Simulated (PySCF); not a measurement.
Compound: C5H8FO2 (doublet state).
Geometry (GFN2-xTB, Å), atoms numbered from 1 in this order:
```xyz
16
C5H8FO2 angstrom
C      2.5044    0.0981    0.3866
C      1.3176   -0.7863    0.0499
F      1.2476   -0.9018   -1.3616
C      0.0415   -0.2470    0.5921
O     -1.0488   -1.0790    0.6655
C     -2.2031   -0.3572    0.2867
C     -1.7219    1.0971    0.1216
O     -0.3197    1.0381    0.2681
H      2.3125    1.1104    0.0418
H      3.3962   -0.2834   -0.1031
H      2.6566    0.1088    1.4610
H      1.4440   -1.8149    0.4037
H     -2.5900   -0.7723   -0.6507
H     -2.9592   -0.4670    1.0690
H     -1.9547    1.5047   -0.8663
H     -2.1306    1.7606    0.8917
```

The hyperfine couplings belong to this conformer and change with its torsions.

The species is `C[C@H](F)[C]1OCCO1` [radical].

Computed with UKS B3LYP, pcH-1 on C F H O, non-relativistic, mean-field spin-orbit, GIAO (PySCF). One conformer (not necessarily the lowest) at the GFN2-xTB geometry, without solvent, vibrations or thermal averaging. GFN2-xTB frequencies show an imaginary mode (71i cm⁻¹), so this geometry is no minimum at that level. Couplings are sensitive to structure, and on GFN2-xTB geometries they can be far from those on DFT ones. No stability test was run, so a lower SCF solution isn't excluded.

(1) The isotropic 13C couplings, averaged over equivalent nuclei, are +228.4, +90.0, +4.6, +1.7 MHz. Assign them to C1; C2; C4; C6/C7.

(2) The isotropic 1H couplings, averaged over equivalent nuclei, are +9.0, +6.2, +2.8, -1.8 MHz. Assign them to H9/H10/H11; H12; H13/H16; H14/H15.

## Answers

(1) 
| site | a_iso (MHz) | ρ(0) (bohr⁻³) | position | distance from C4 (Å) | spin population | largest \|T\| (MHz) |
| --- | --- | --- | --- | --- | --- | --- |
| C1 | +4.6 | +0.0041 | 2 bonds from C4 | 2.50 | 0.00 | 2.1 |
| C2 | +90.0 | +0.0800 | 1 bond from C4 | 1.49 | 0.00 | 9.2 |
| C4 | +228.4 | +0.2032 | largest spin population | 0.00 | +0.76 | 140.5 |
| C6/C7 | +1.7 | +0.0015 | 2 bonds from C4 | 2.27 | 0.00 | 3.1 |

(2) 
```tsv
site	a_iso (MHz)	ρ(0) (bohr⁻³)	position	distance from C4 (Å)	bound to	spin population there	largest |T| (MHz)
H9/H10/H11	+2.8	+0.0006	γ, 3 bonds from C4	2.97	C1	0.00	5.3
H12	-1.8	-0.0004	β, 2 bonds from C4	2.11	C2	0.00	11.2
H13/H16	+9.0	+0.0020	γ, 3 bonds from C4	2.97	C6/C7	0.00	5.2
H14/H15	+6.2	+0.0014	γ, 3 bonds from C4	3.04	C6/C7	0.00	5.2
```

ρ(0) is the spin density at the nucleus and T the dipolar tensor; entries for several nuclei are means. Largest spin populations (Mulliken): C4 (+0.76), O8 (+0.09) and O5 (+0.09). No atom but C4 exceeds +0.15. The angles at C4 add up to 349.1°, so it is slightly pyramidal.

Means are taken over nuclei equivalent by connectivity, which assumes that they swap fast. The three 1H nuclei of mean +2.8 MHz run from 0.2 to 6.2 MHz in the frozen geometry. The 17O value of -38.4 MHz is a mean of couplings from -43.0 to -33.7 MHz in this one geometry, not an average over conformers.
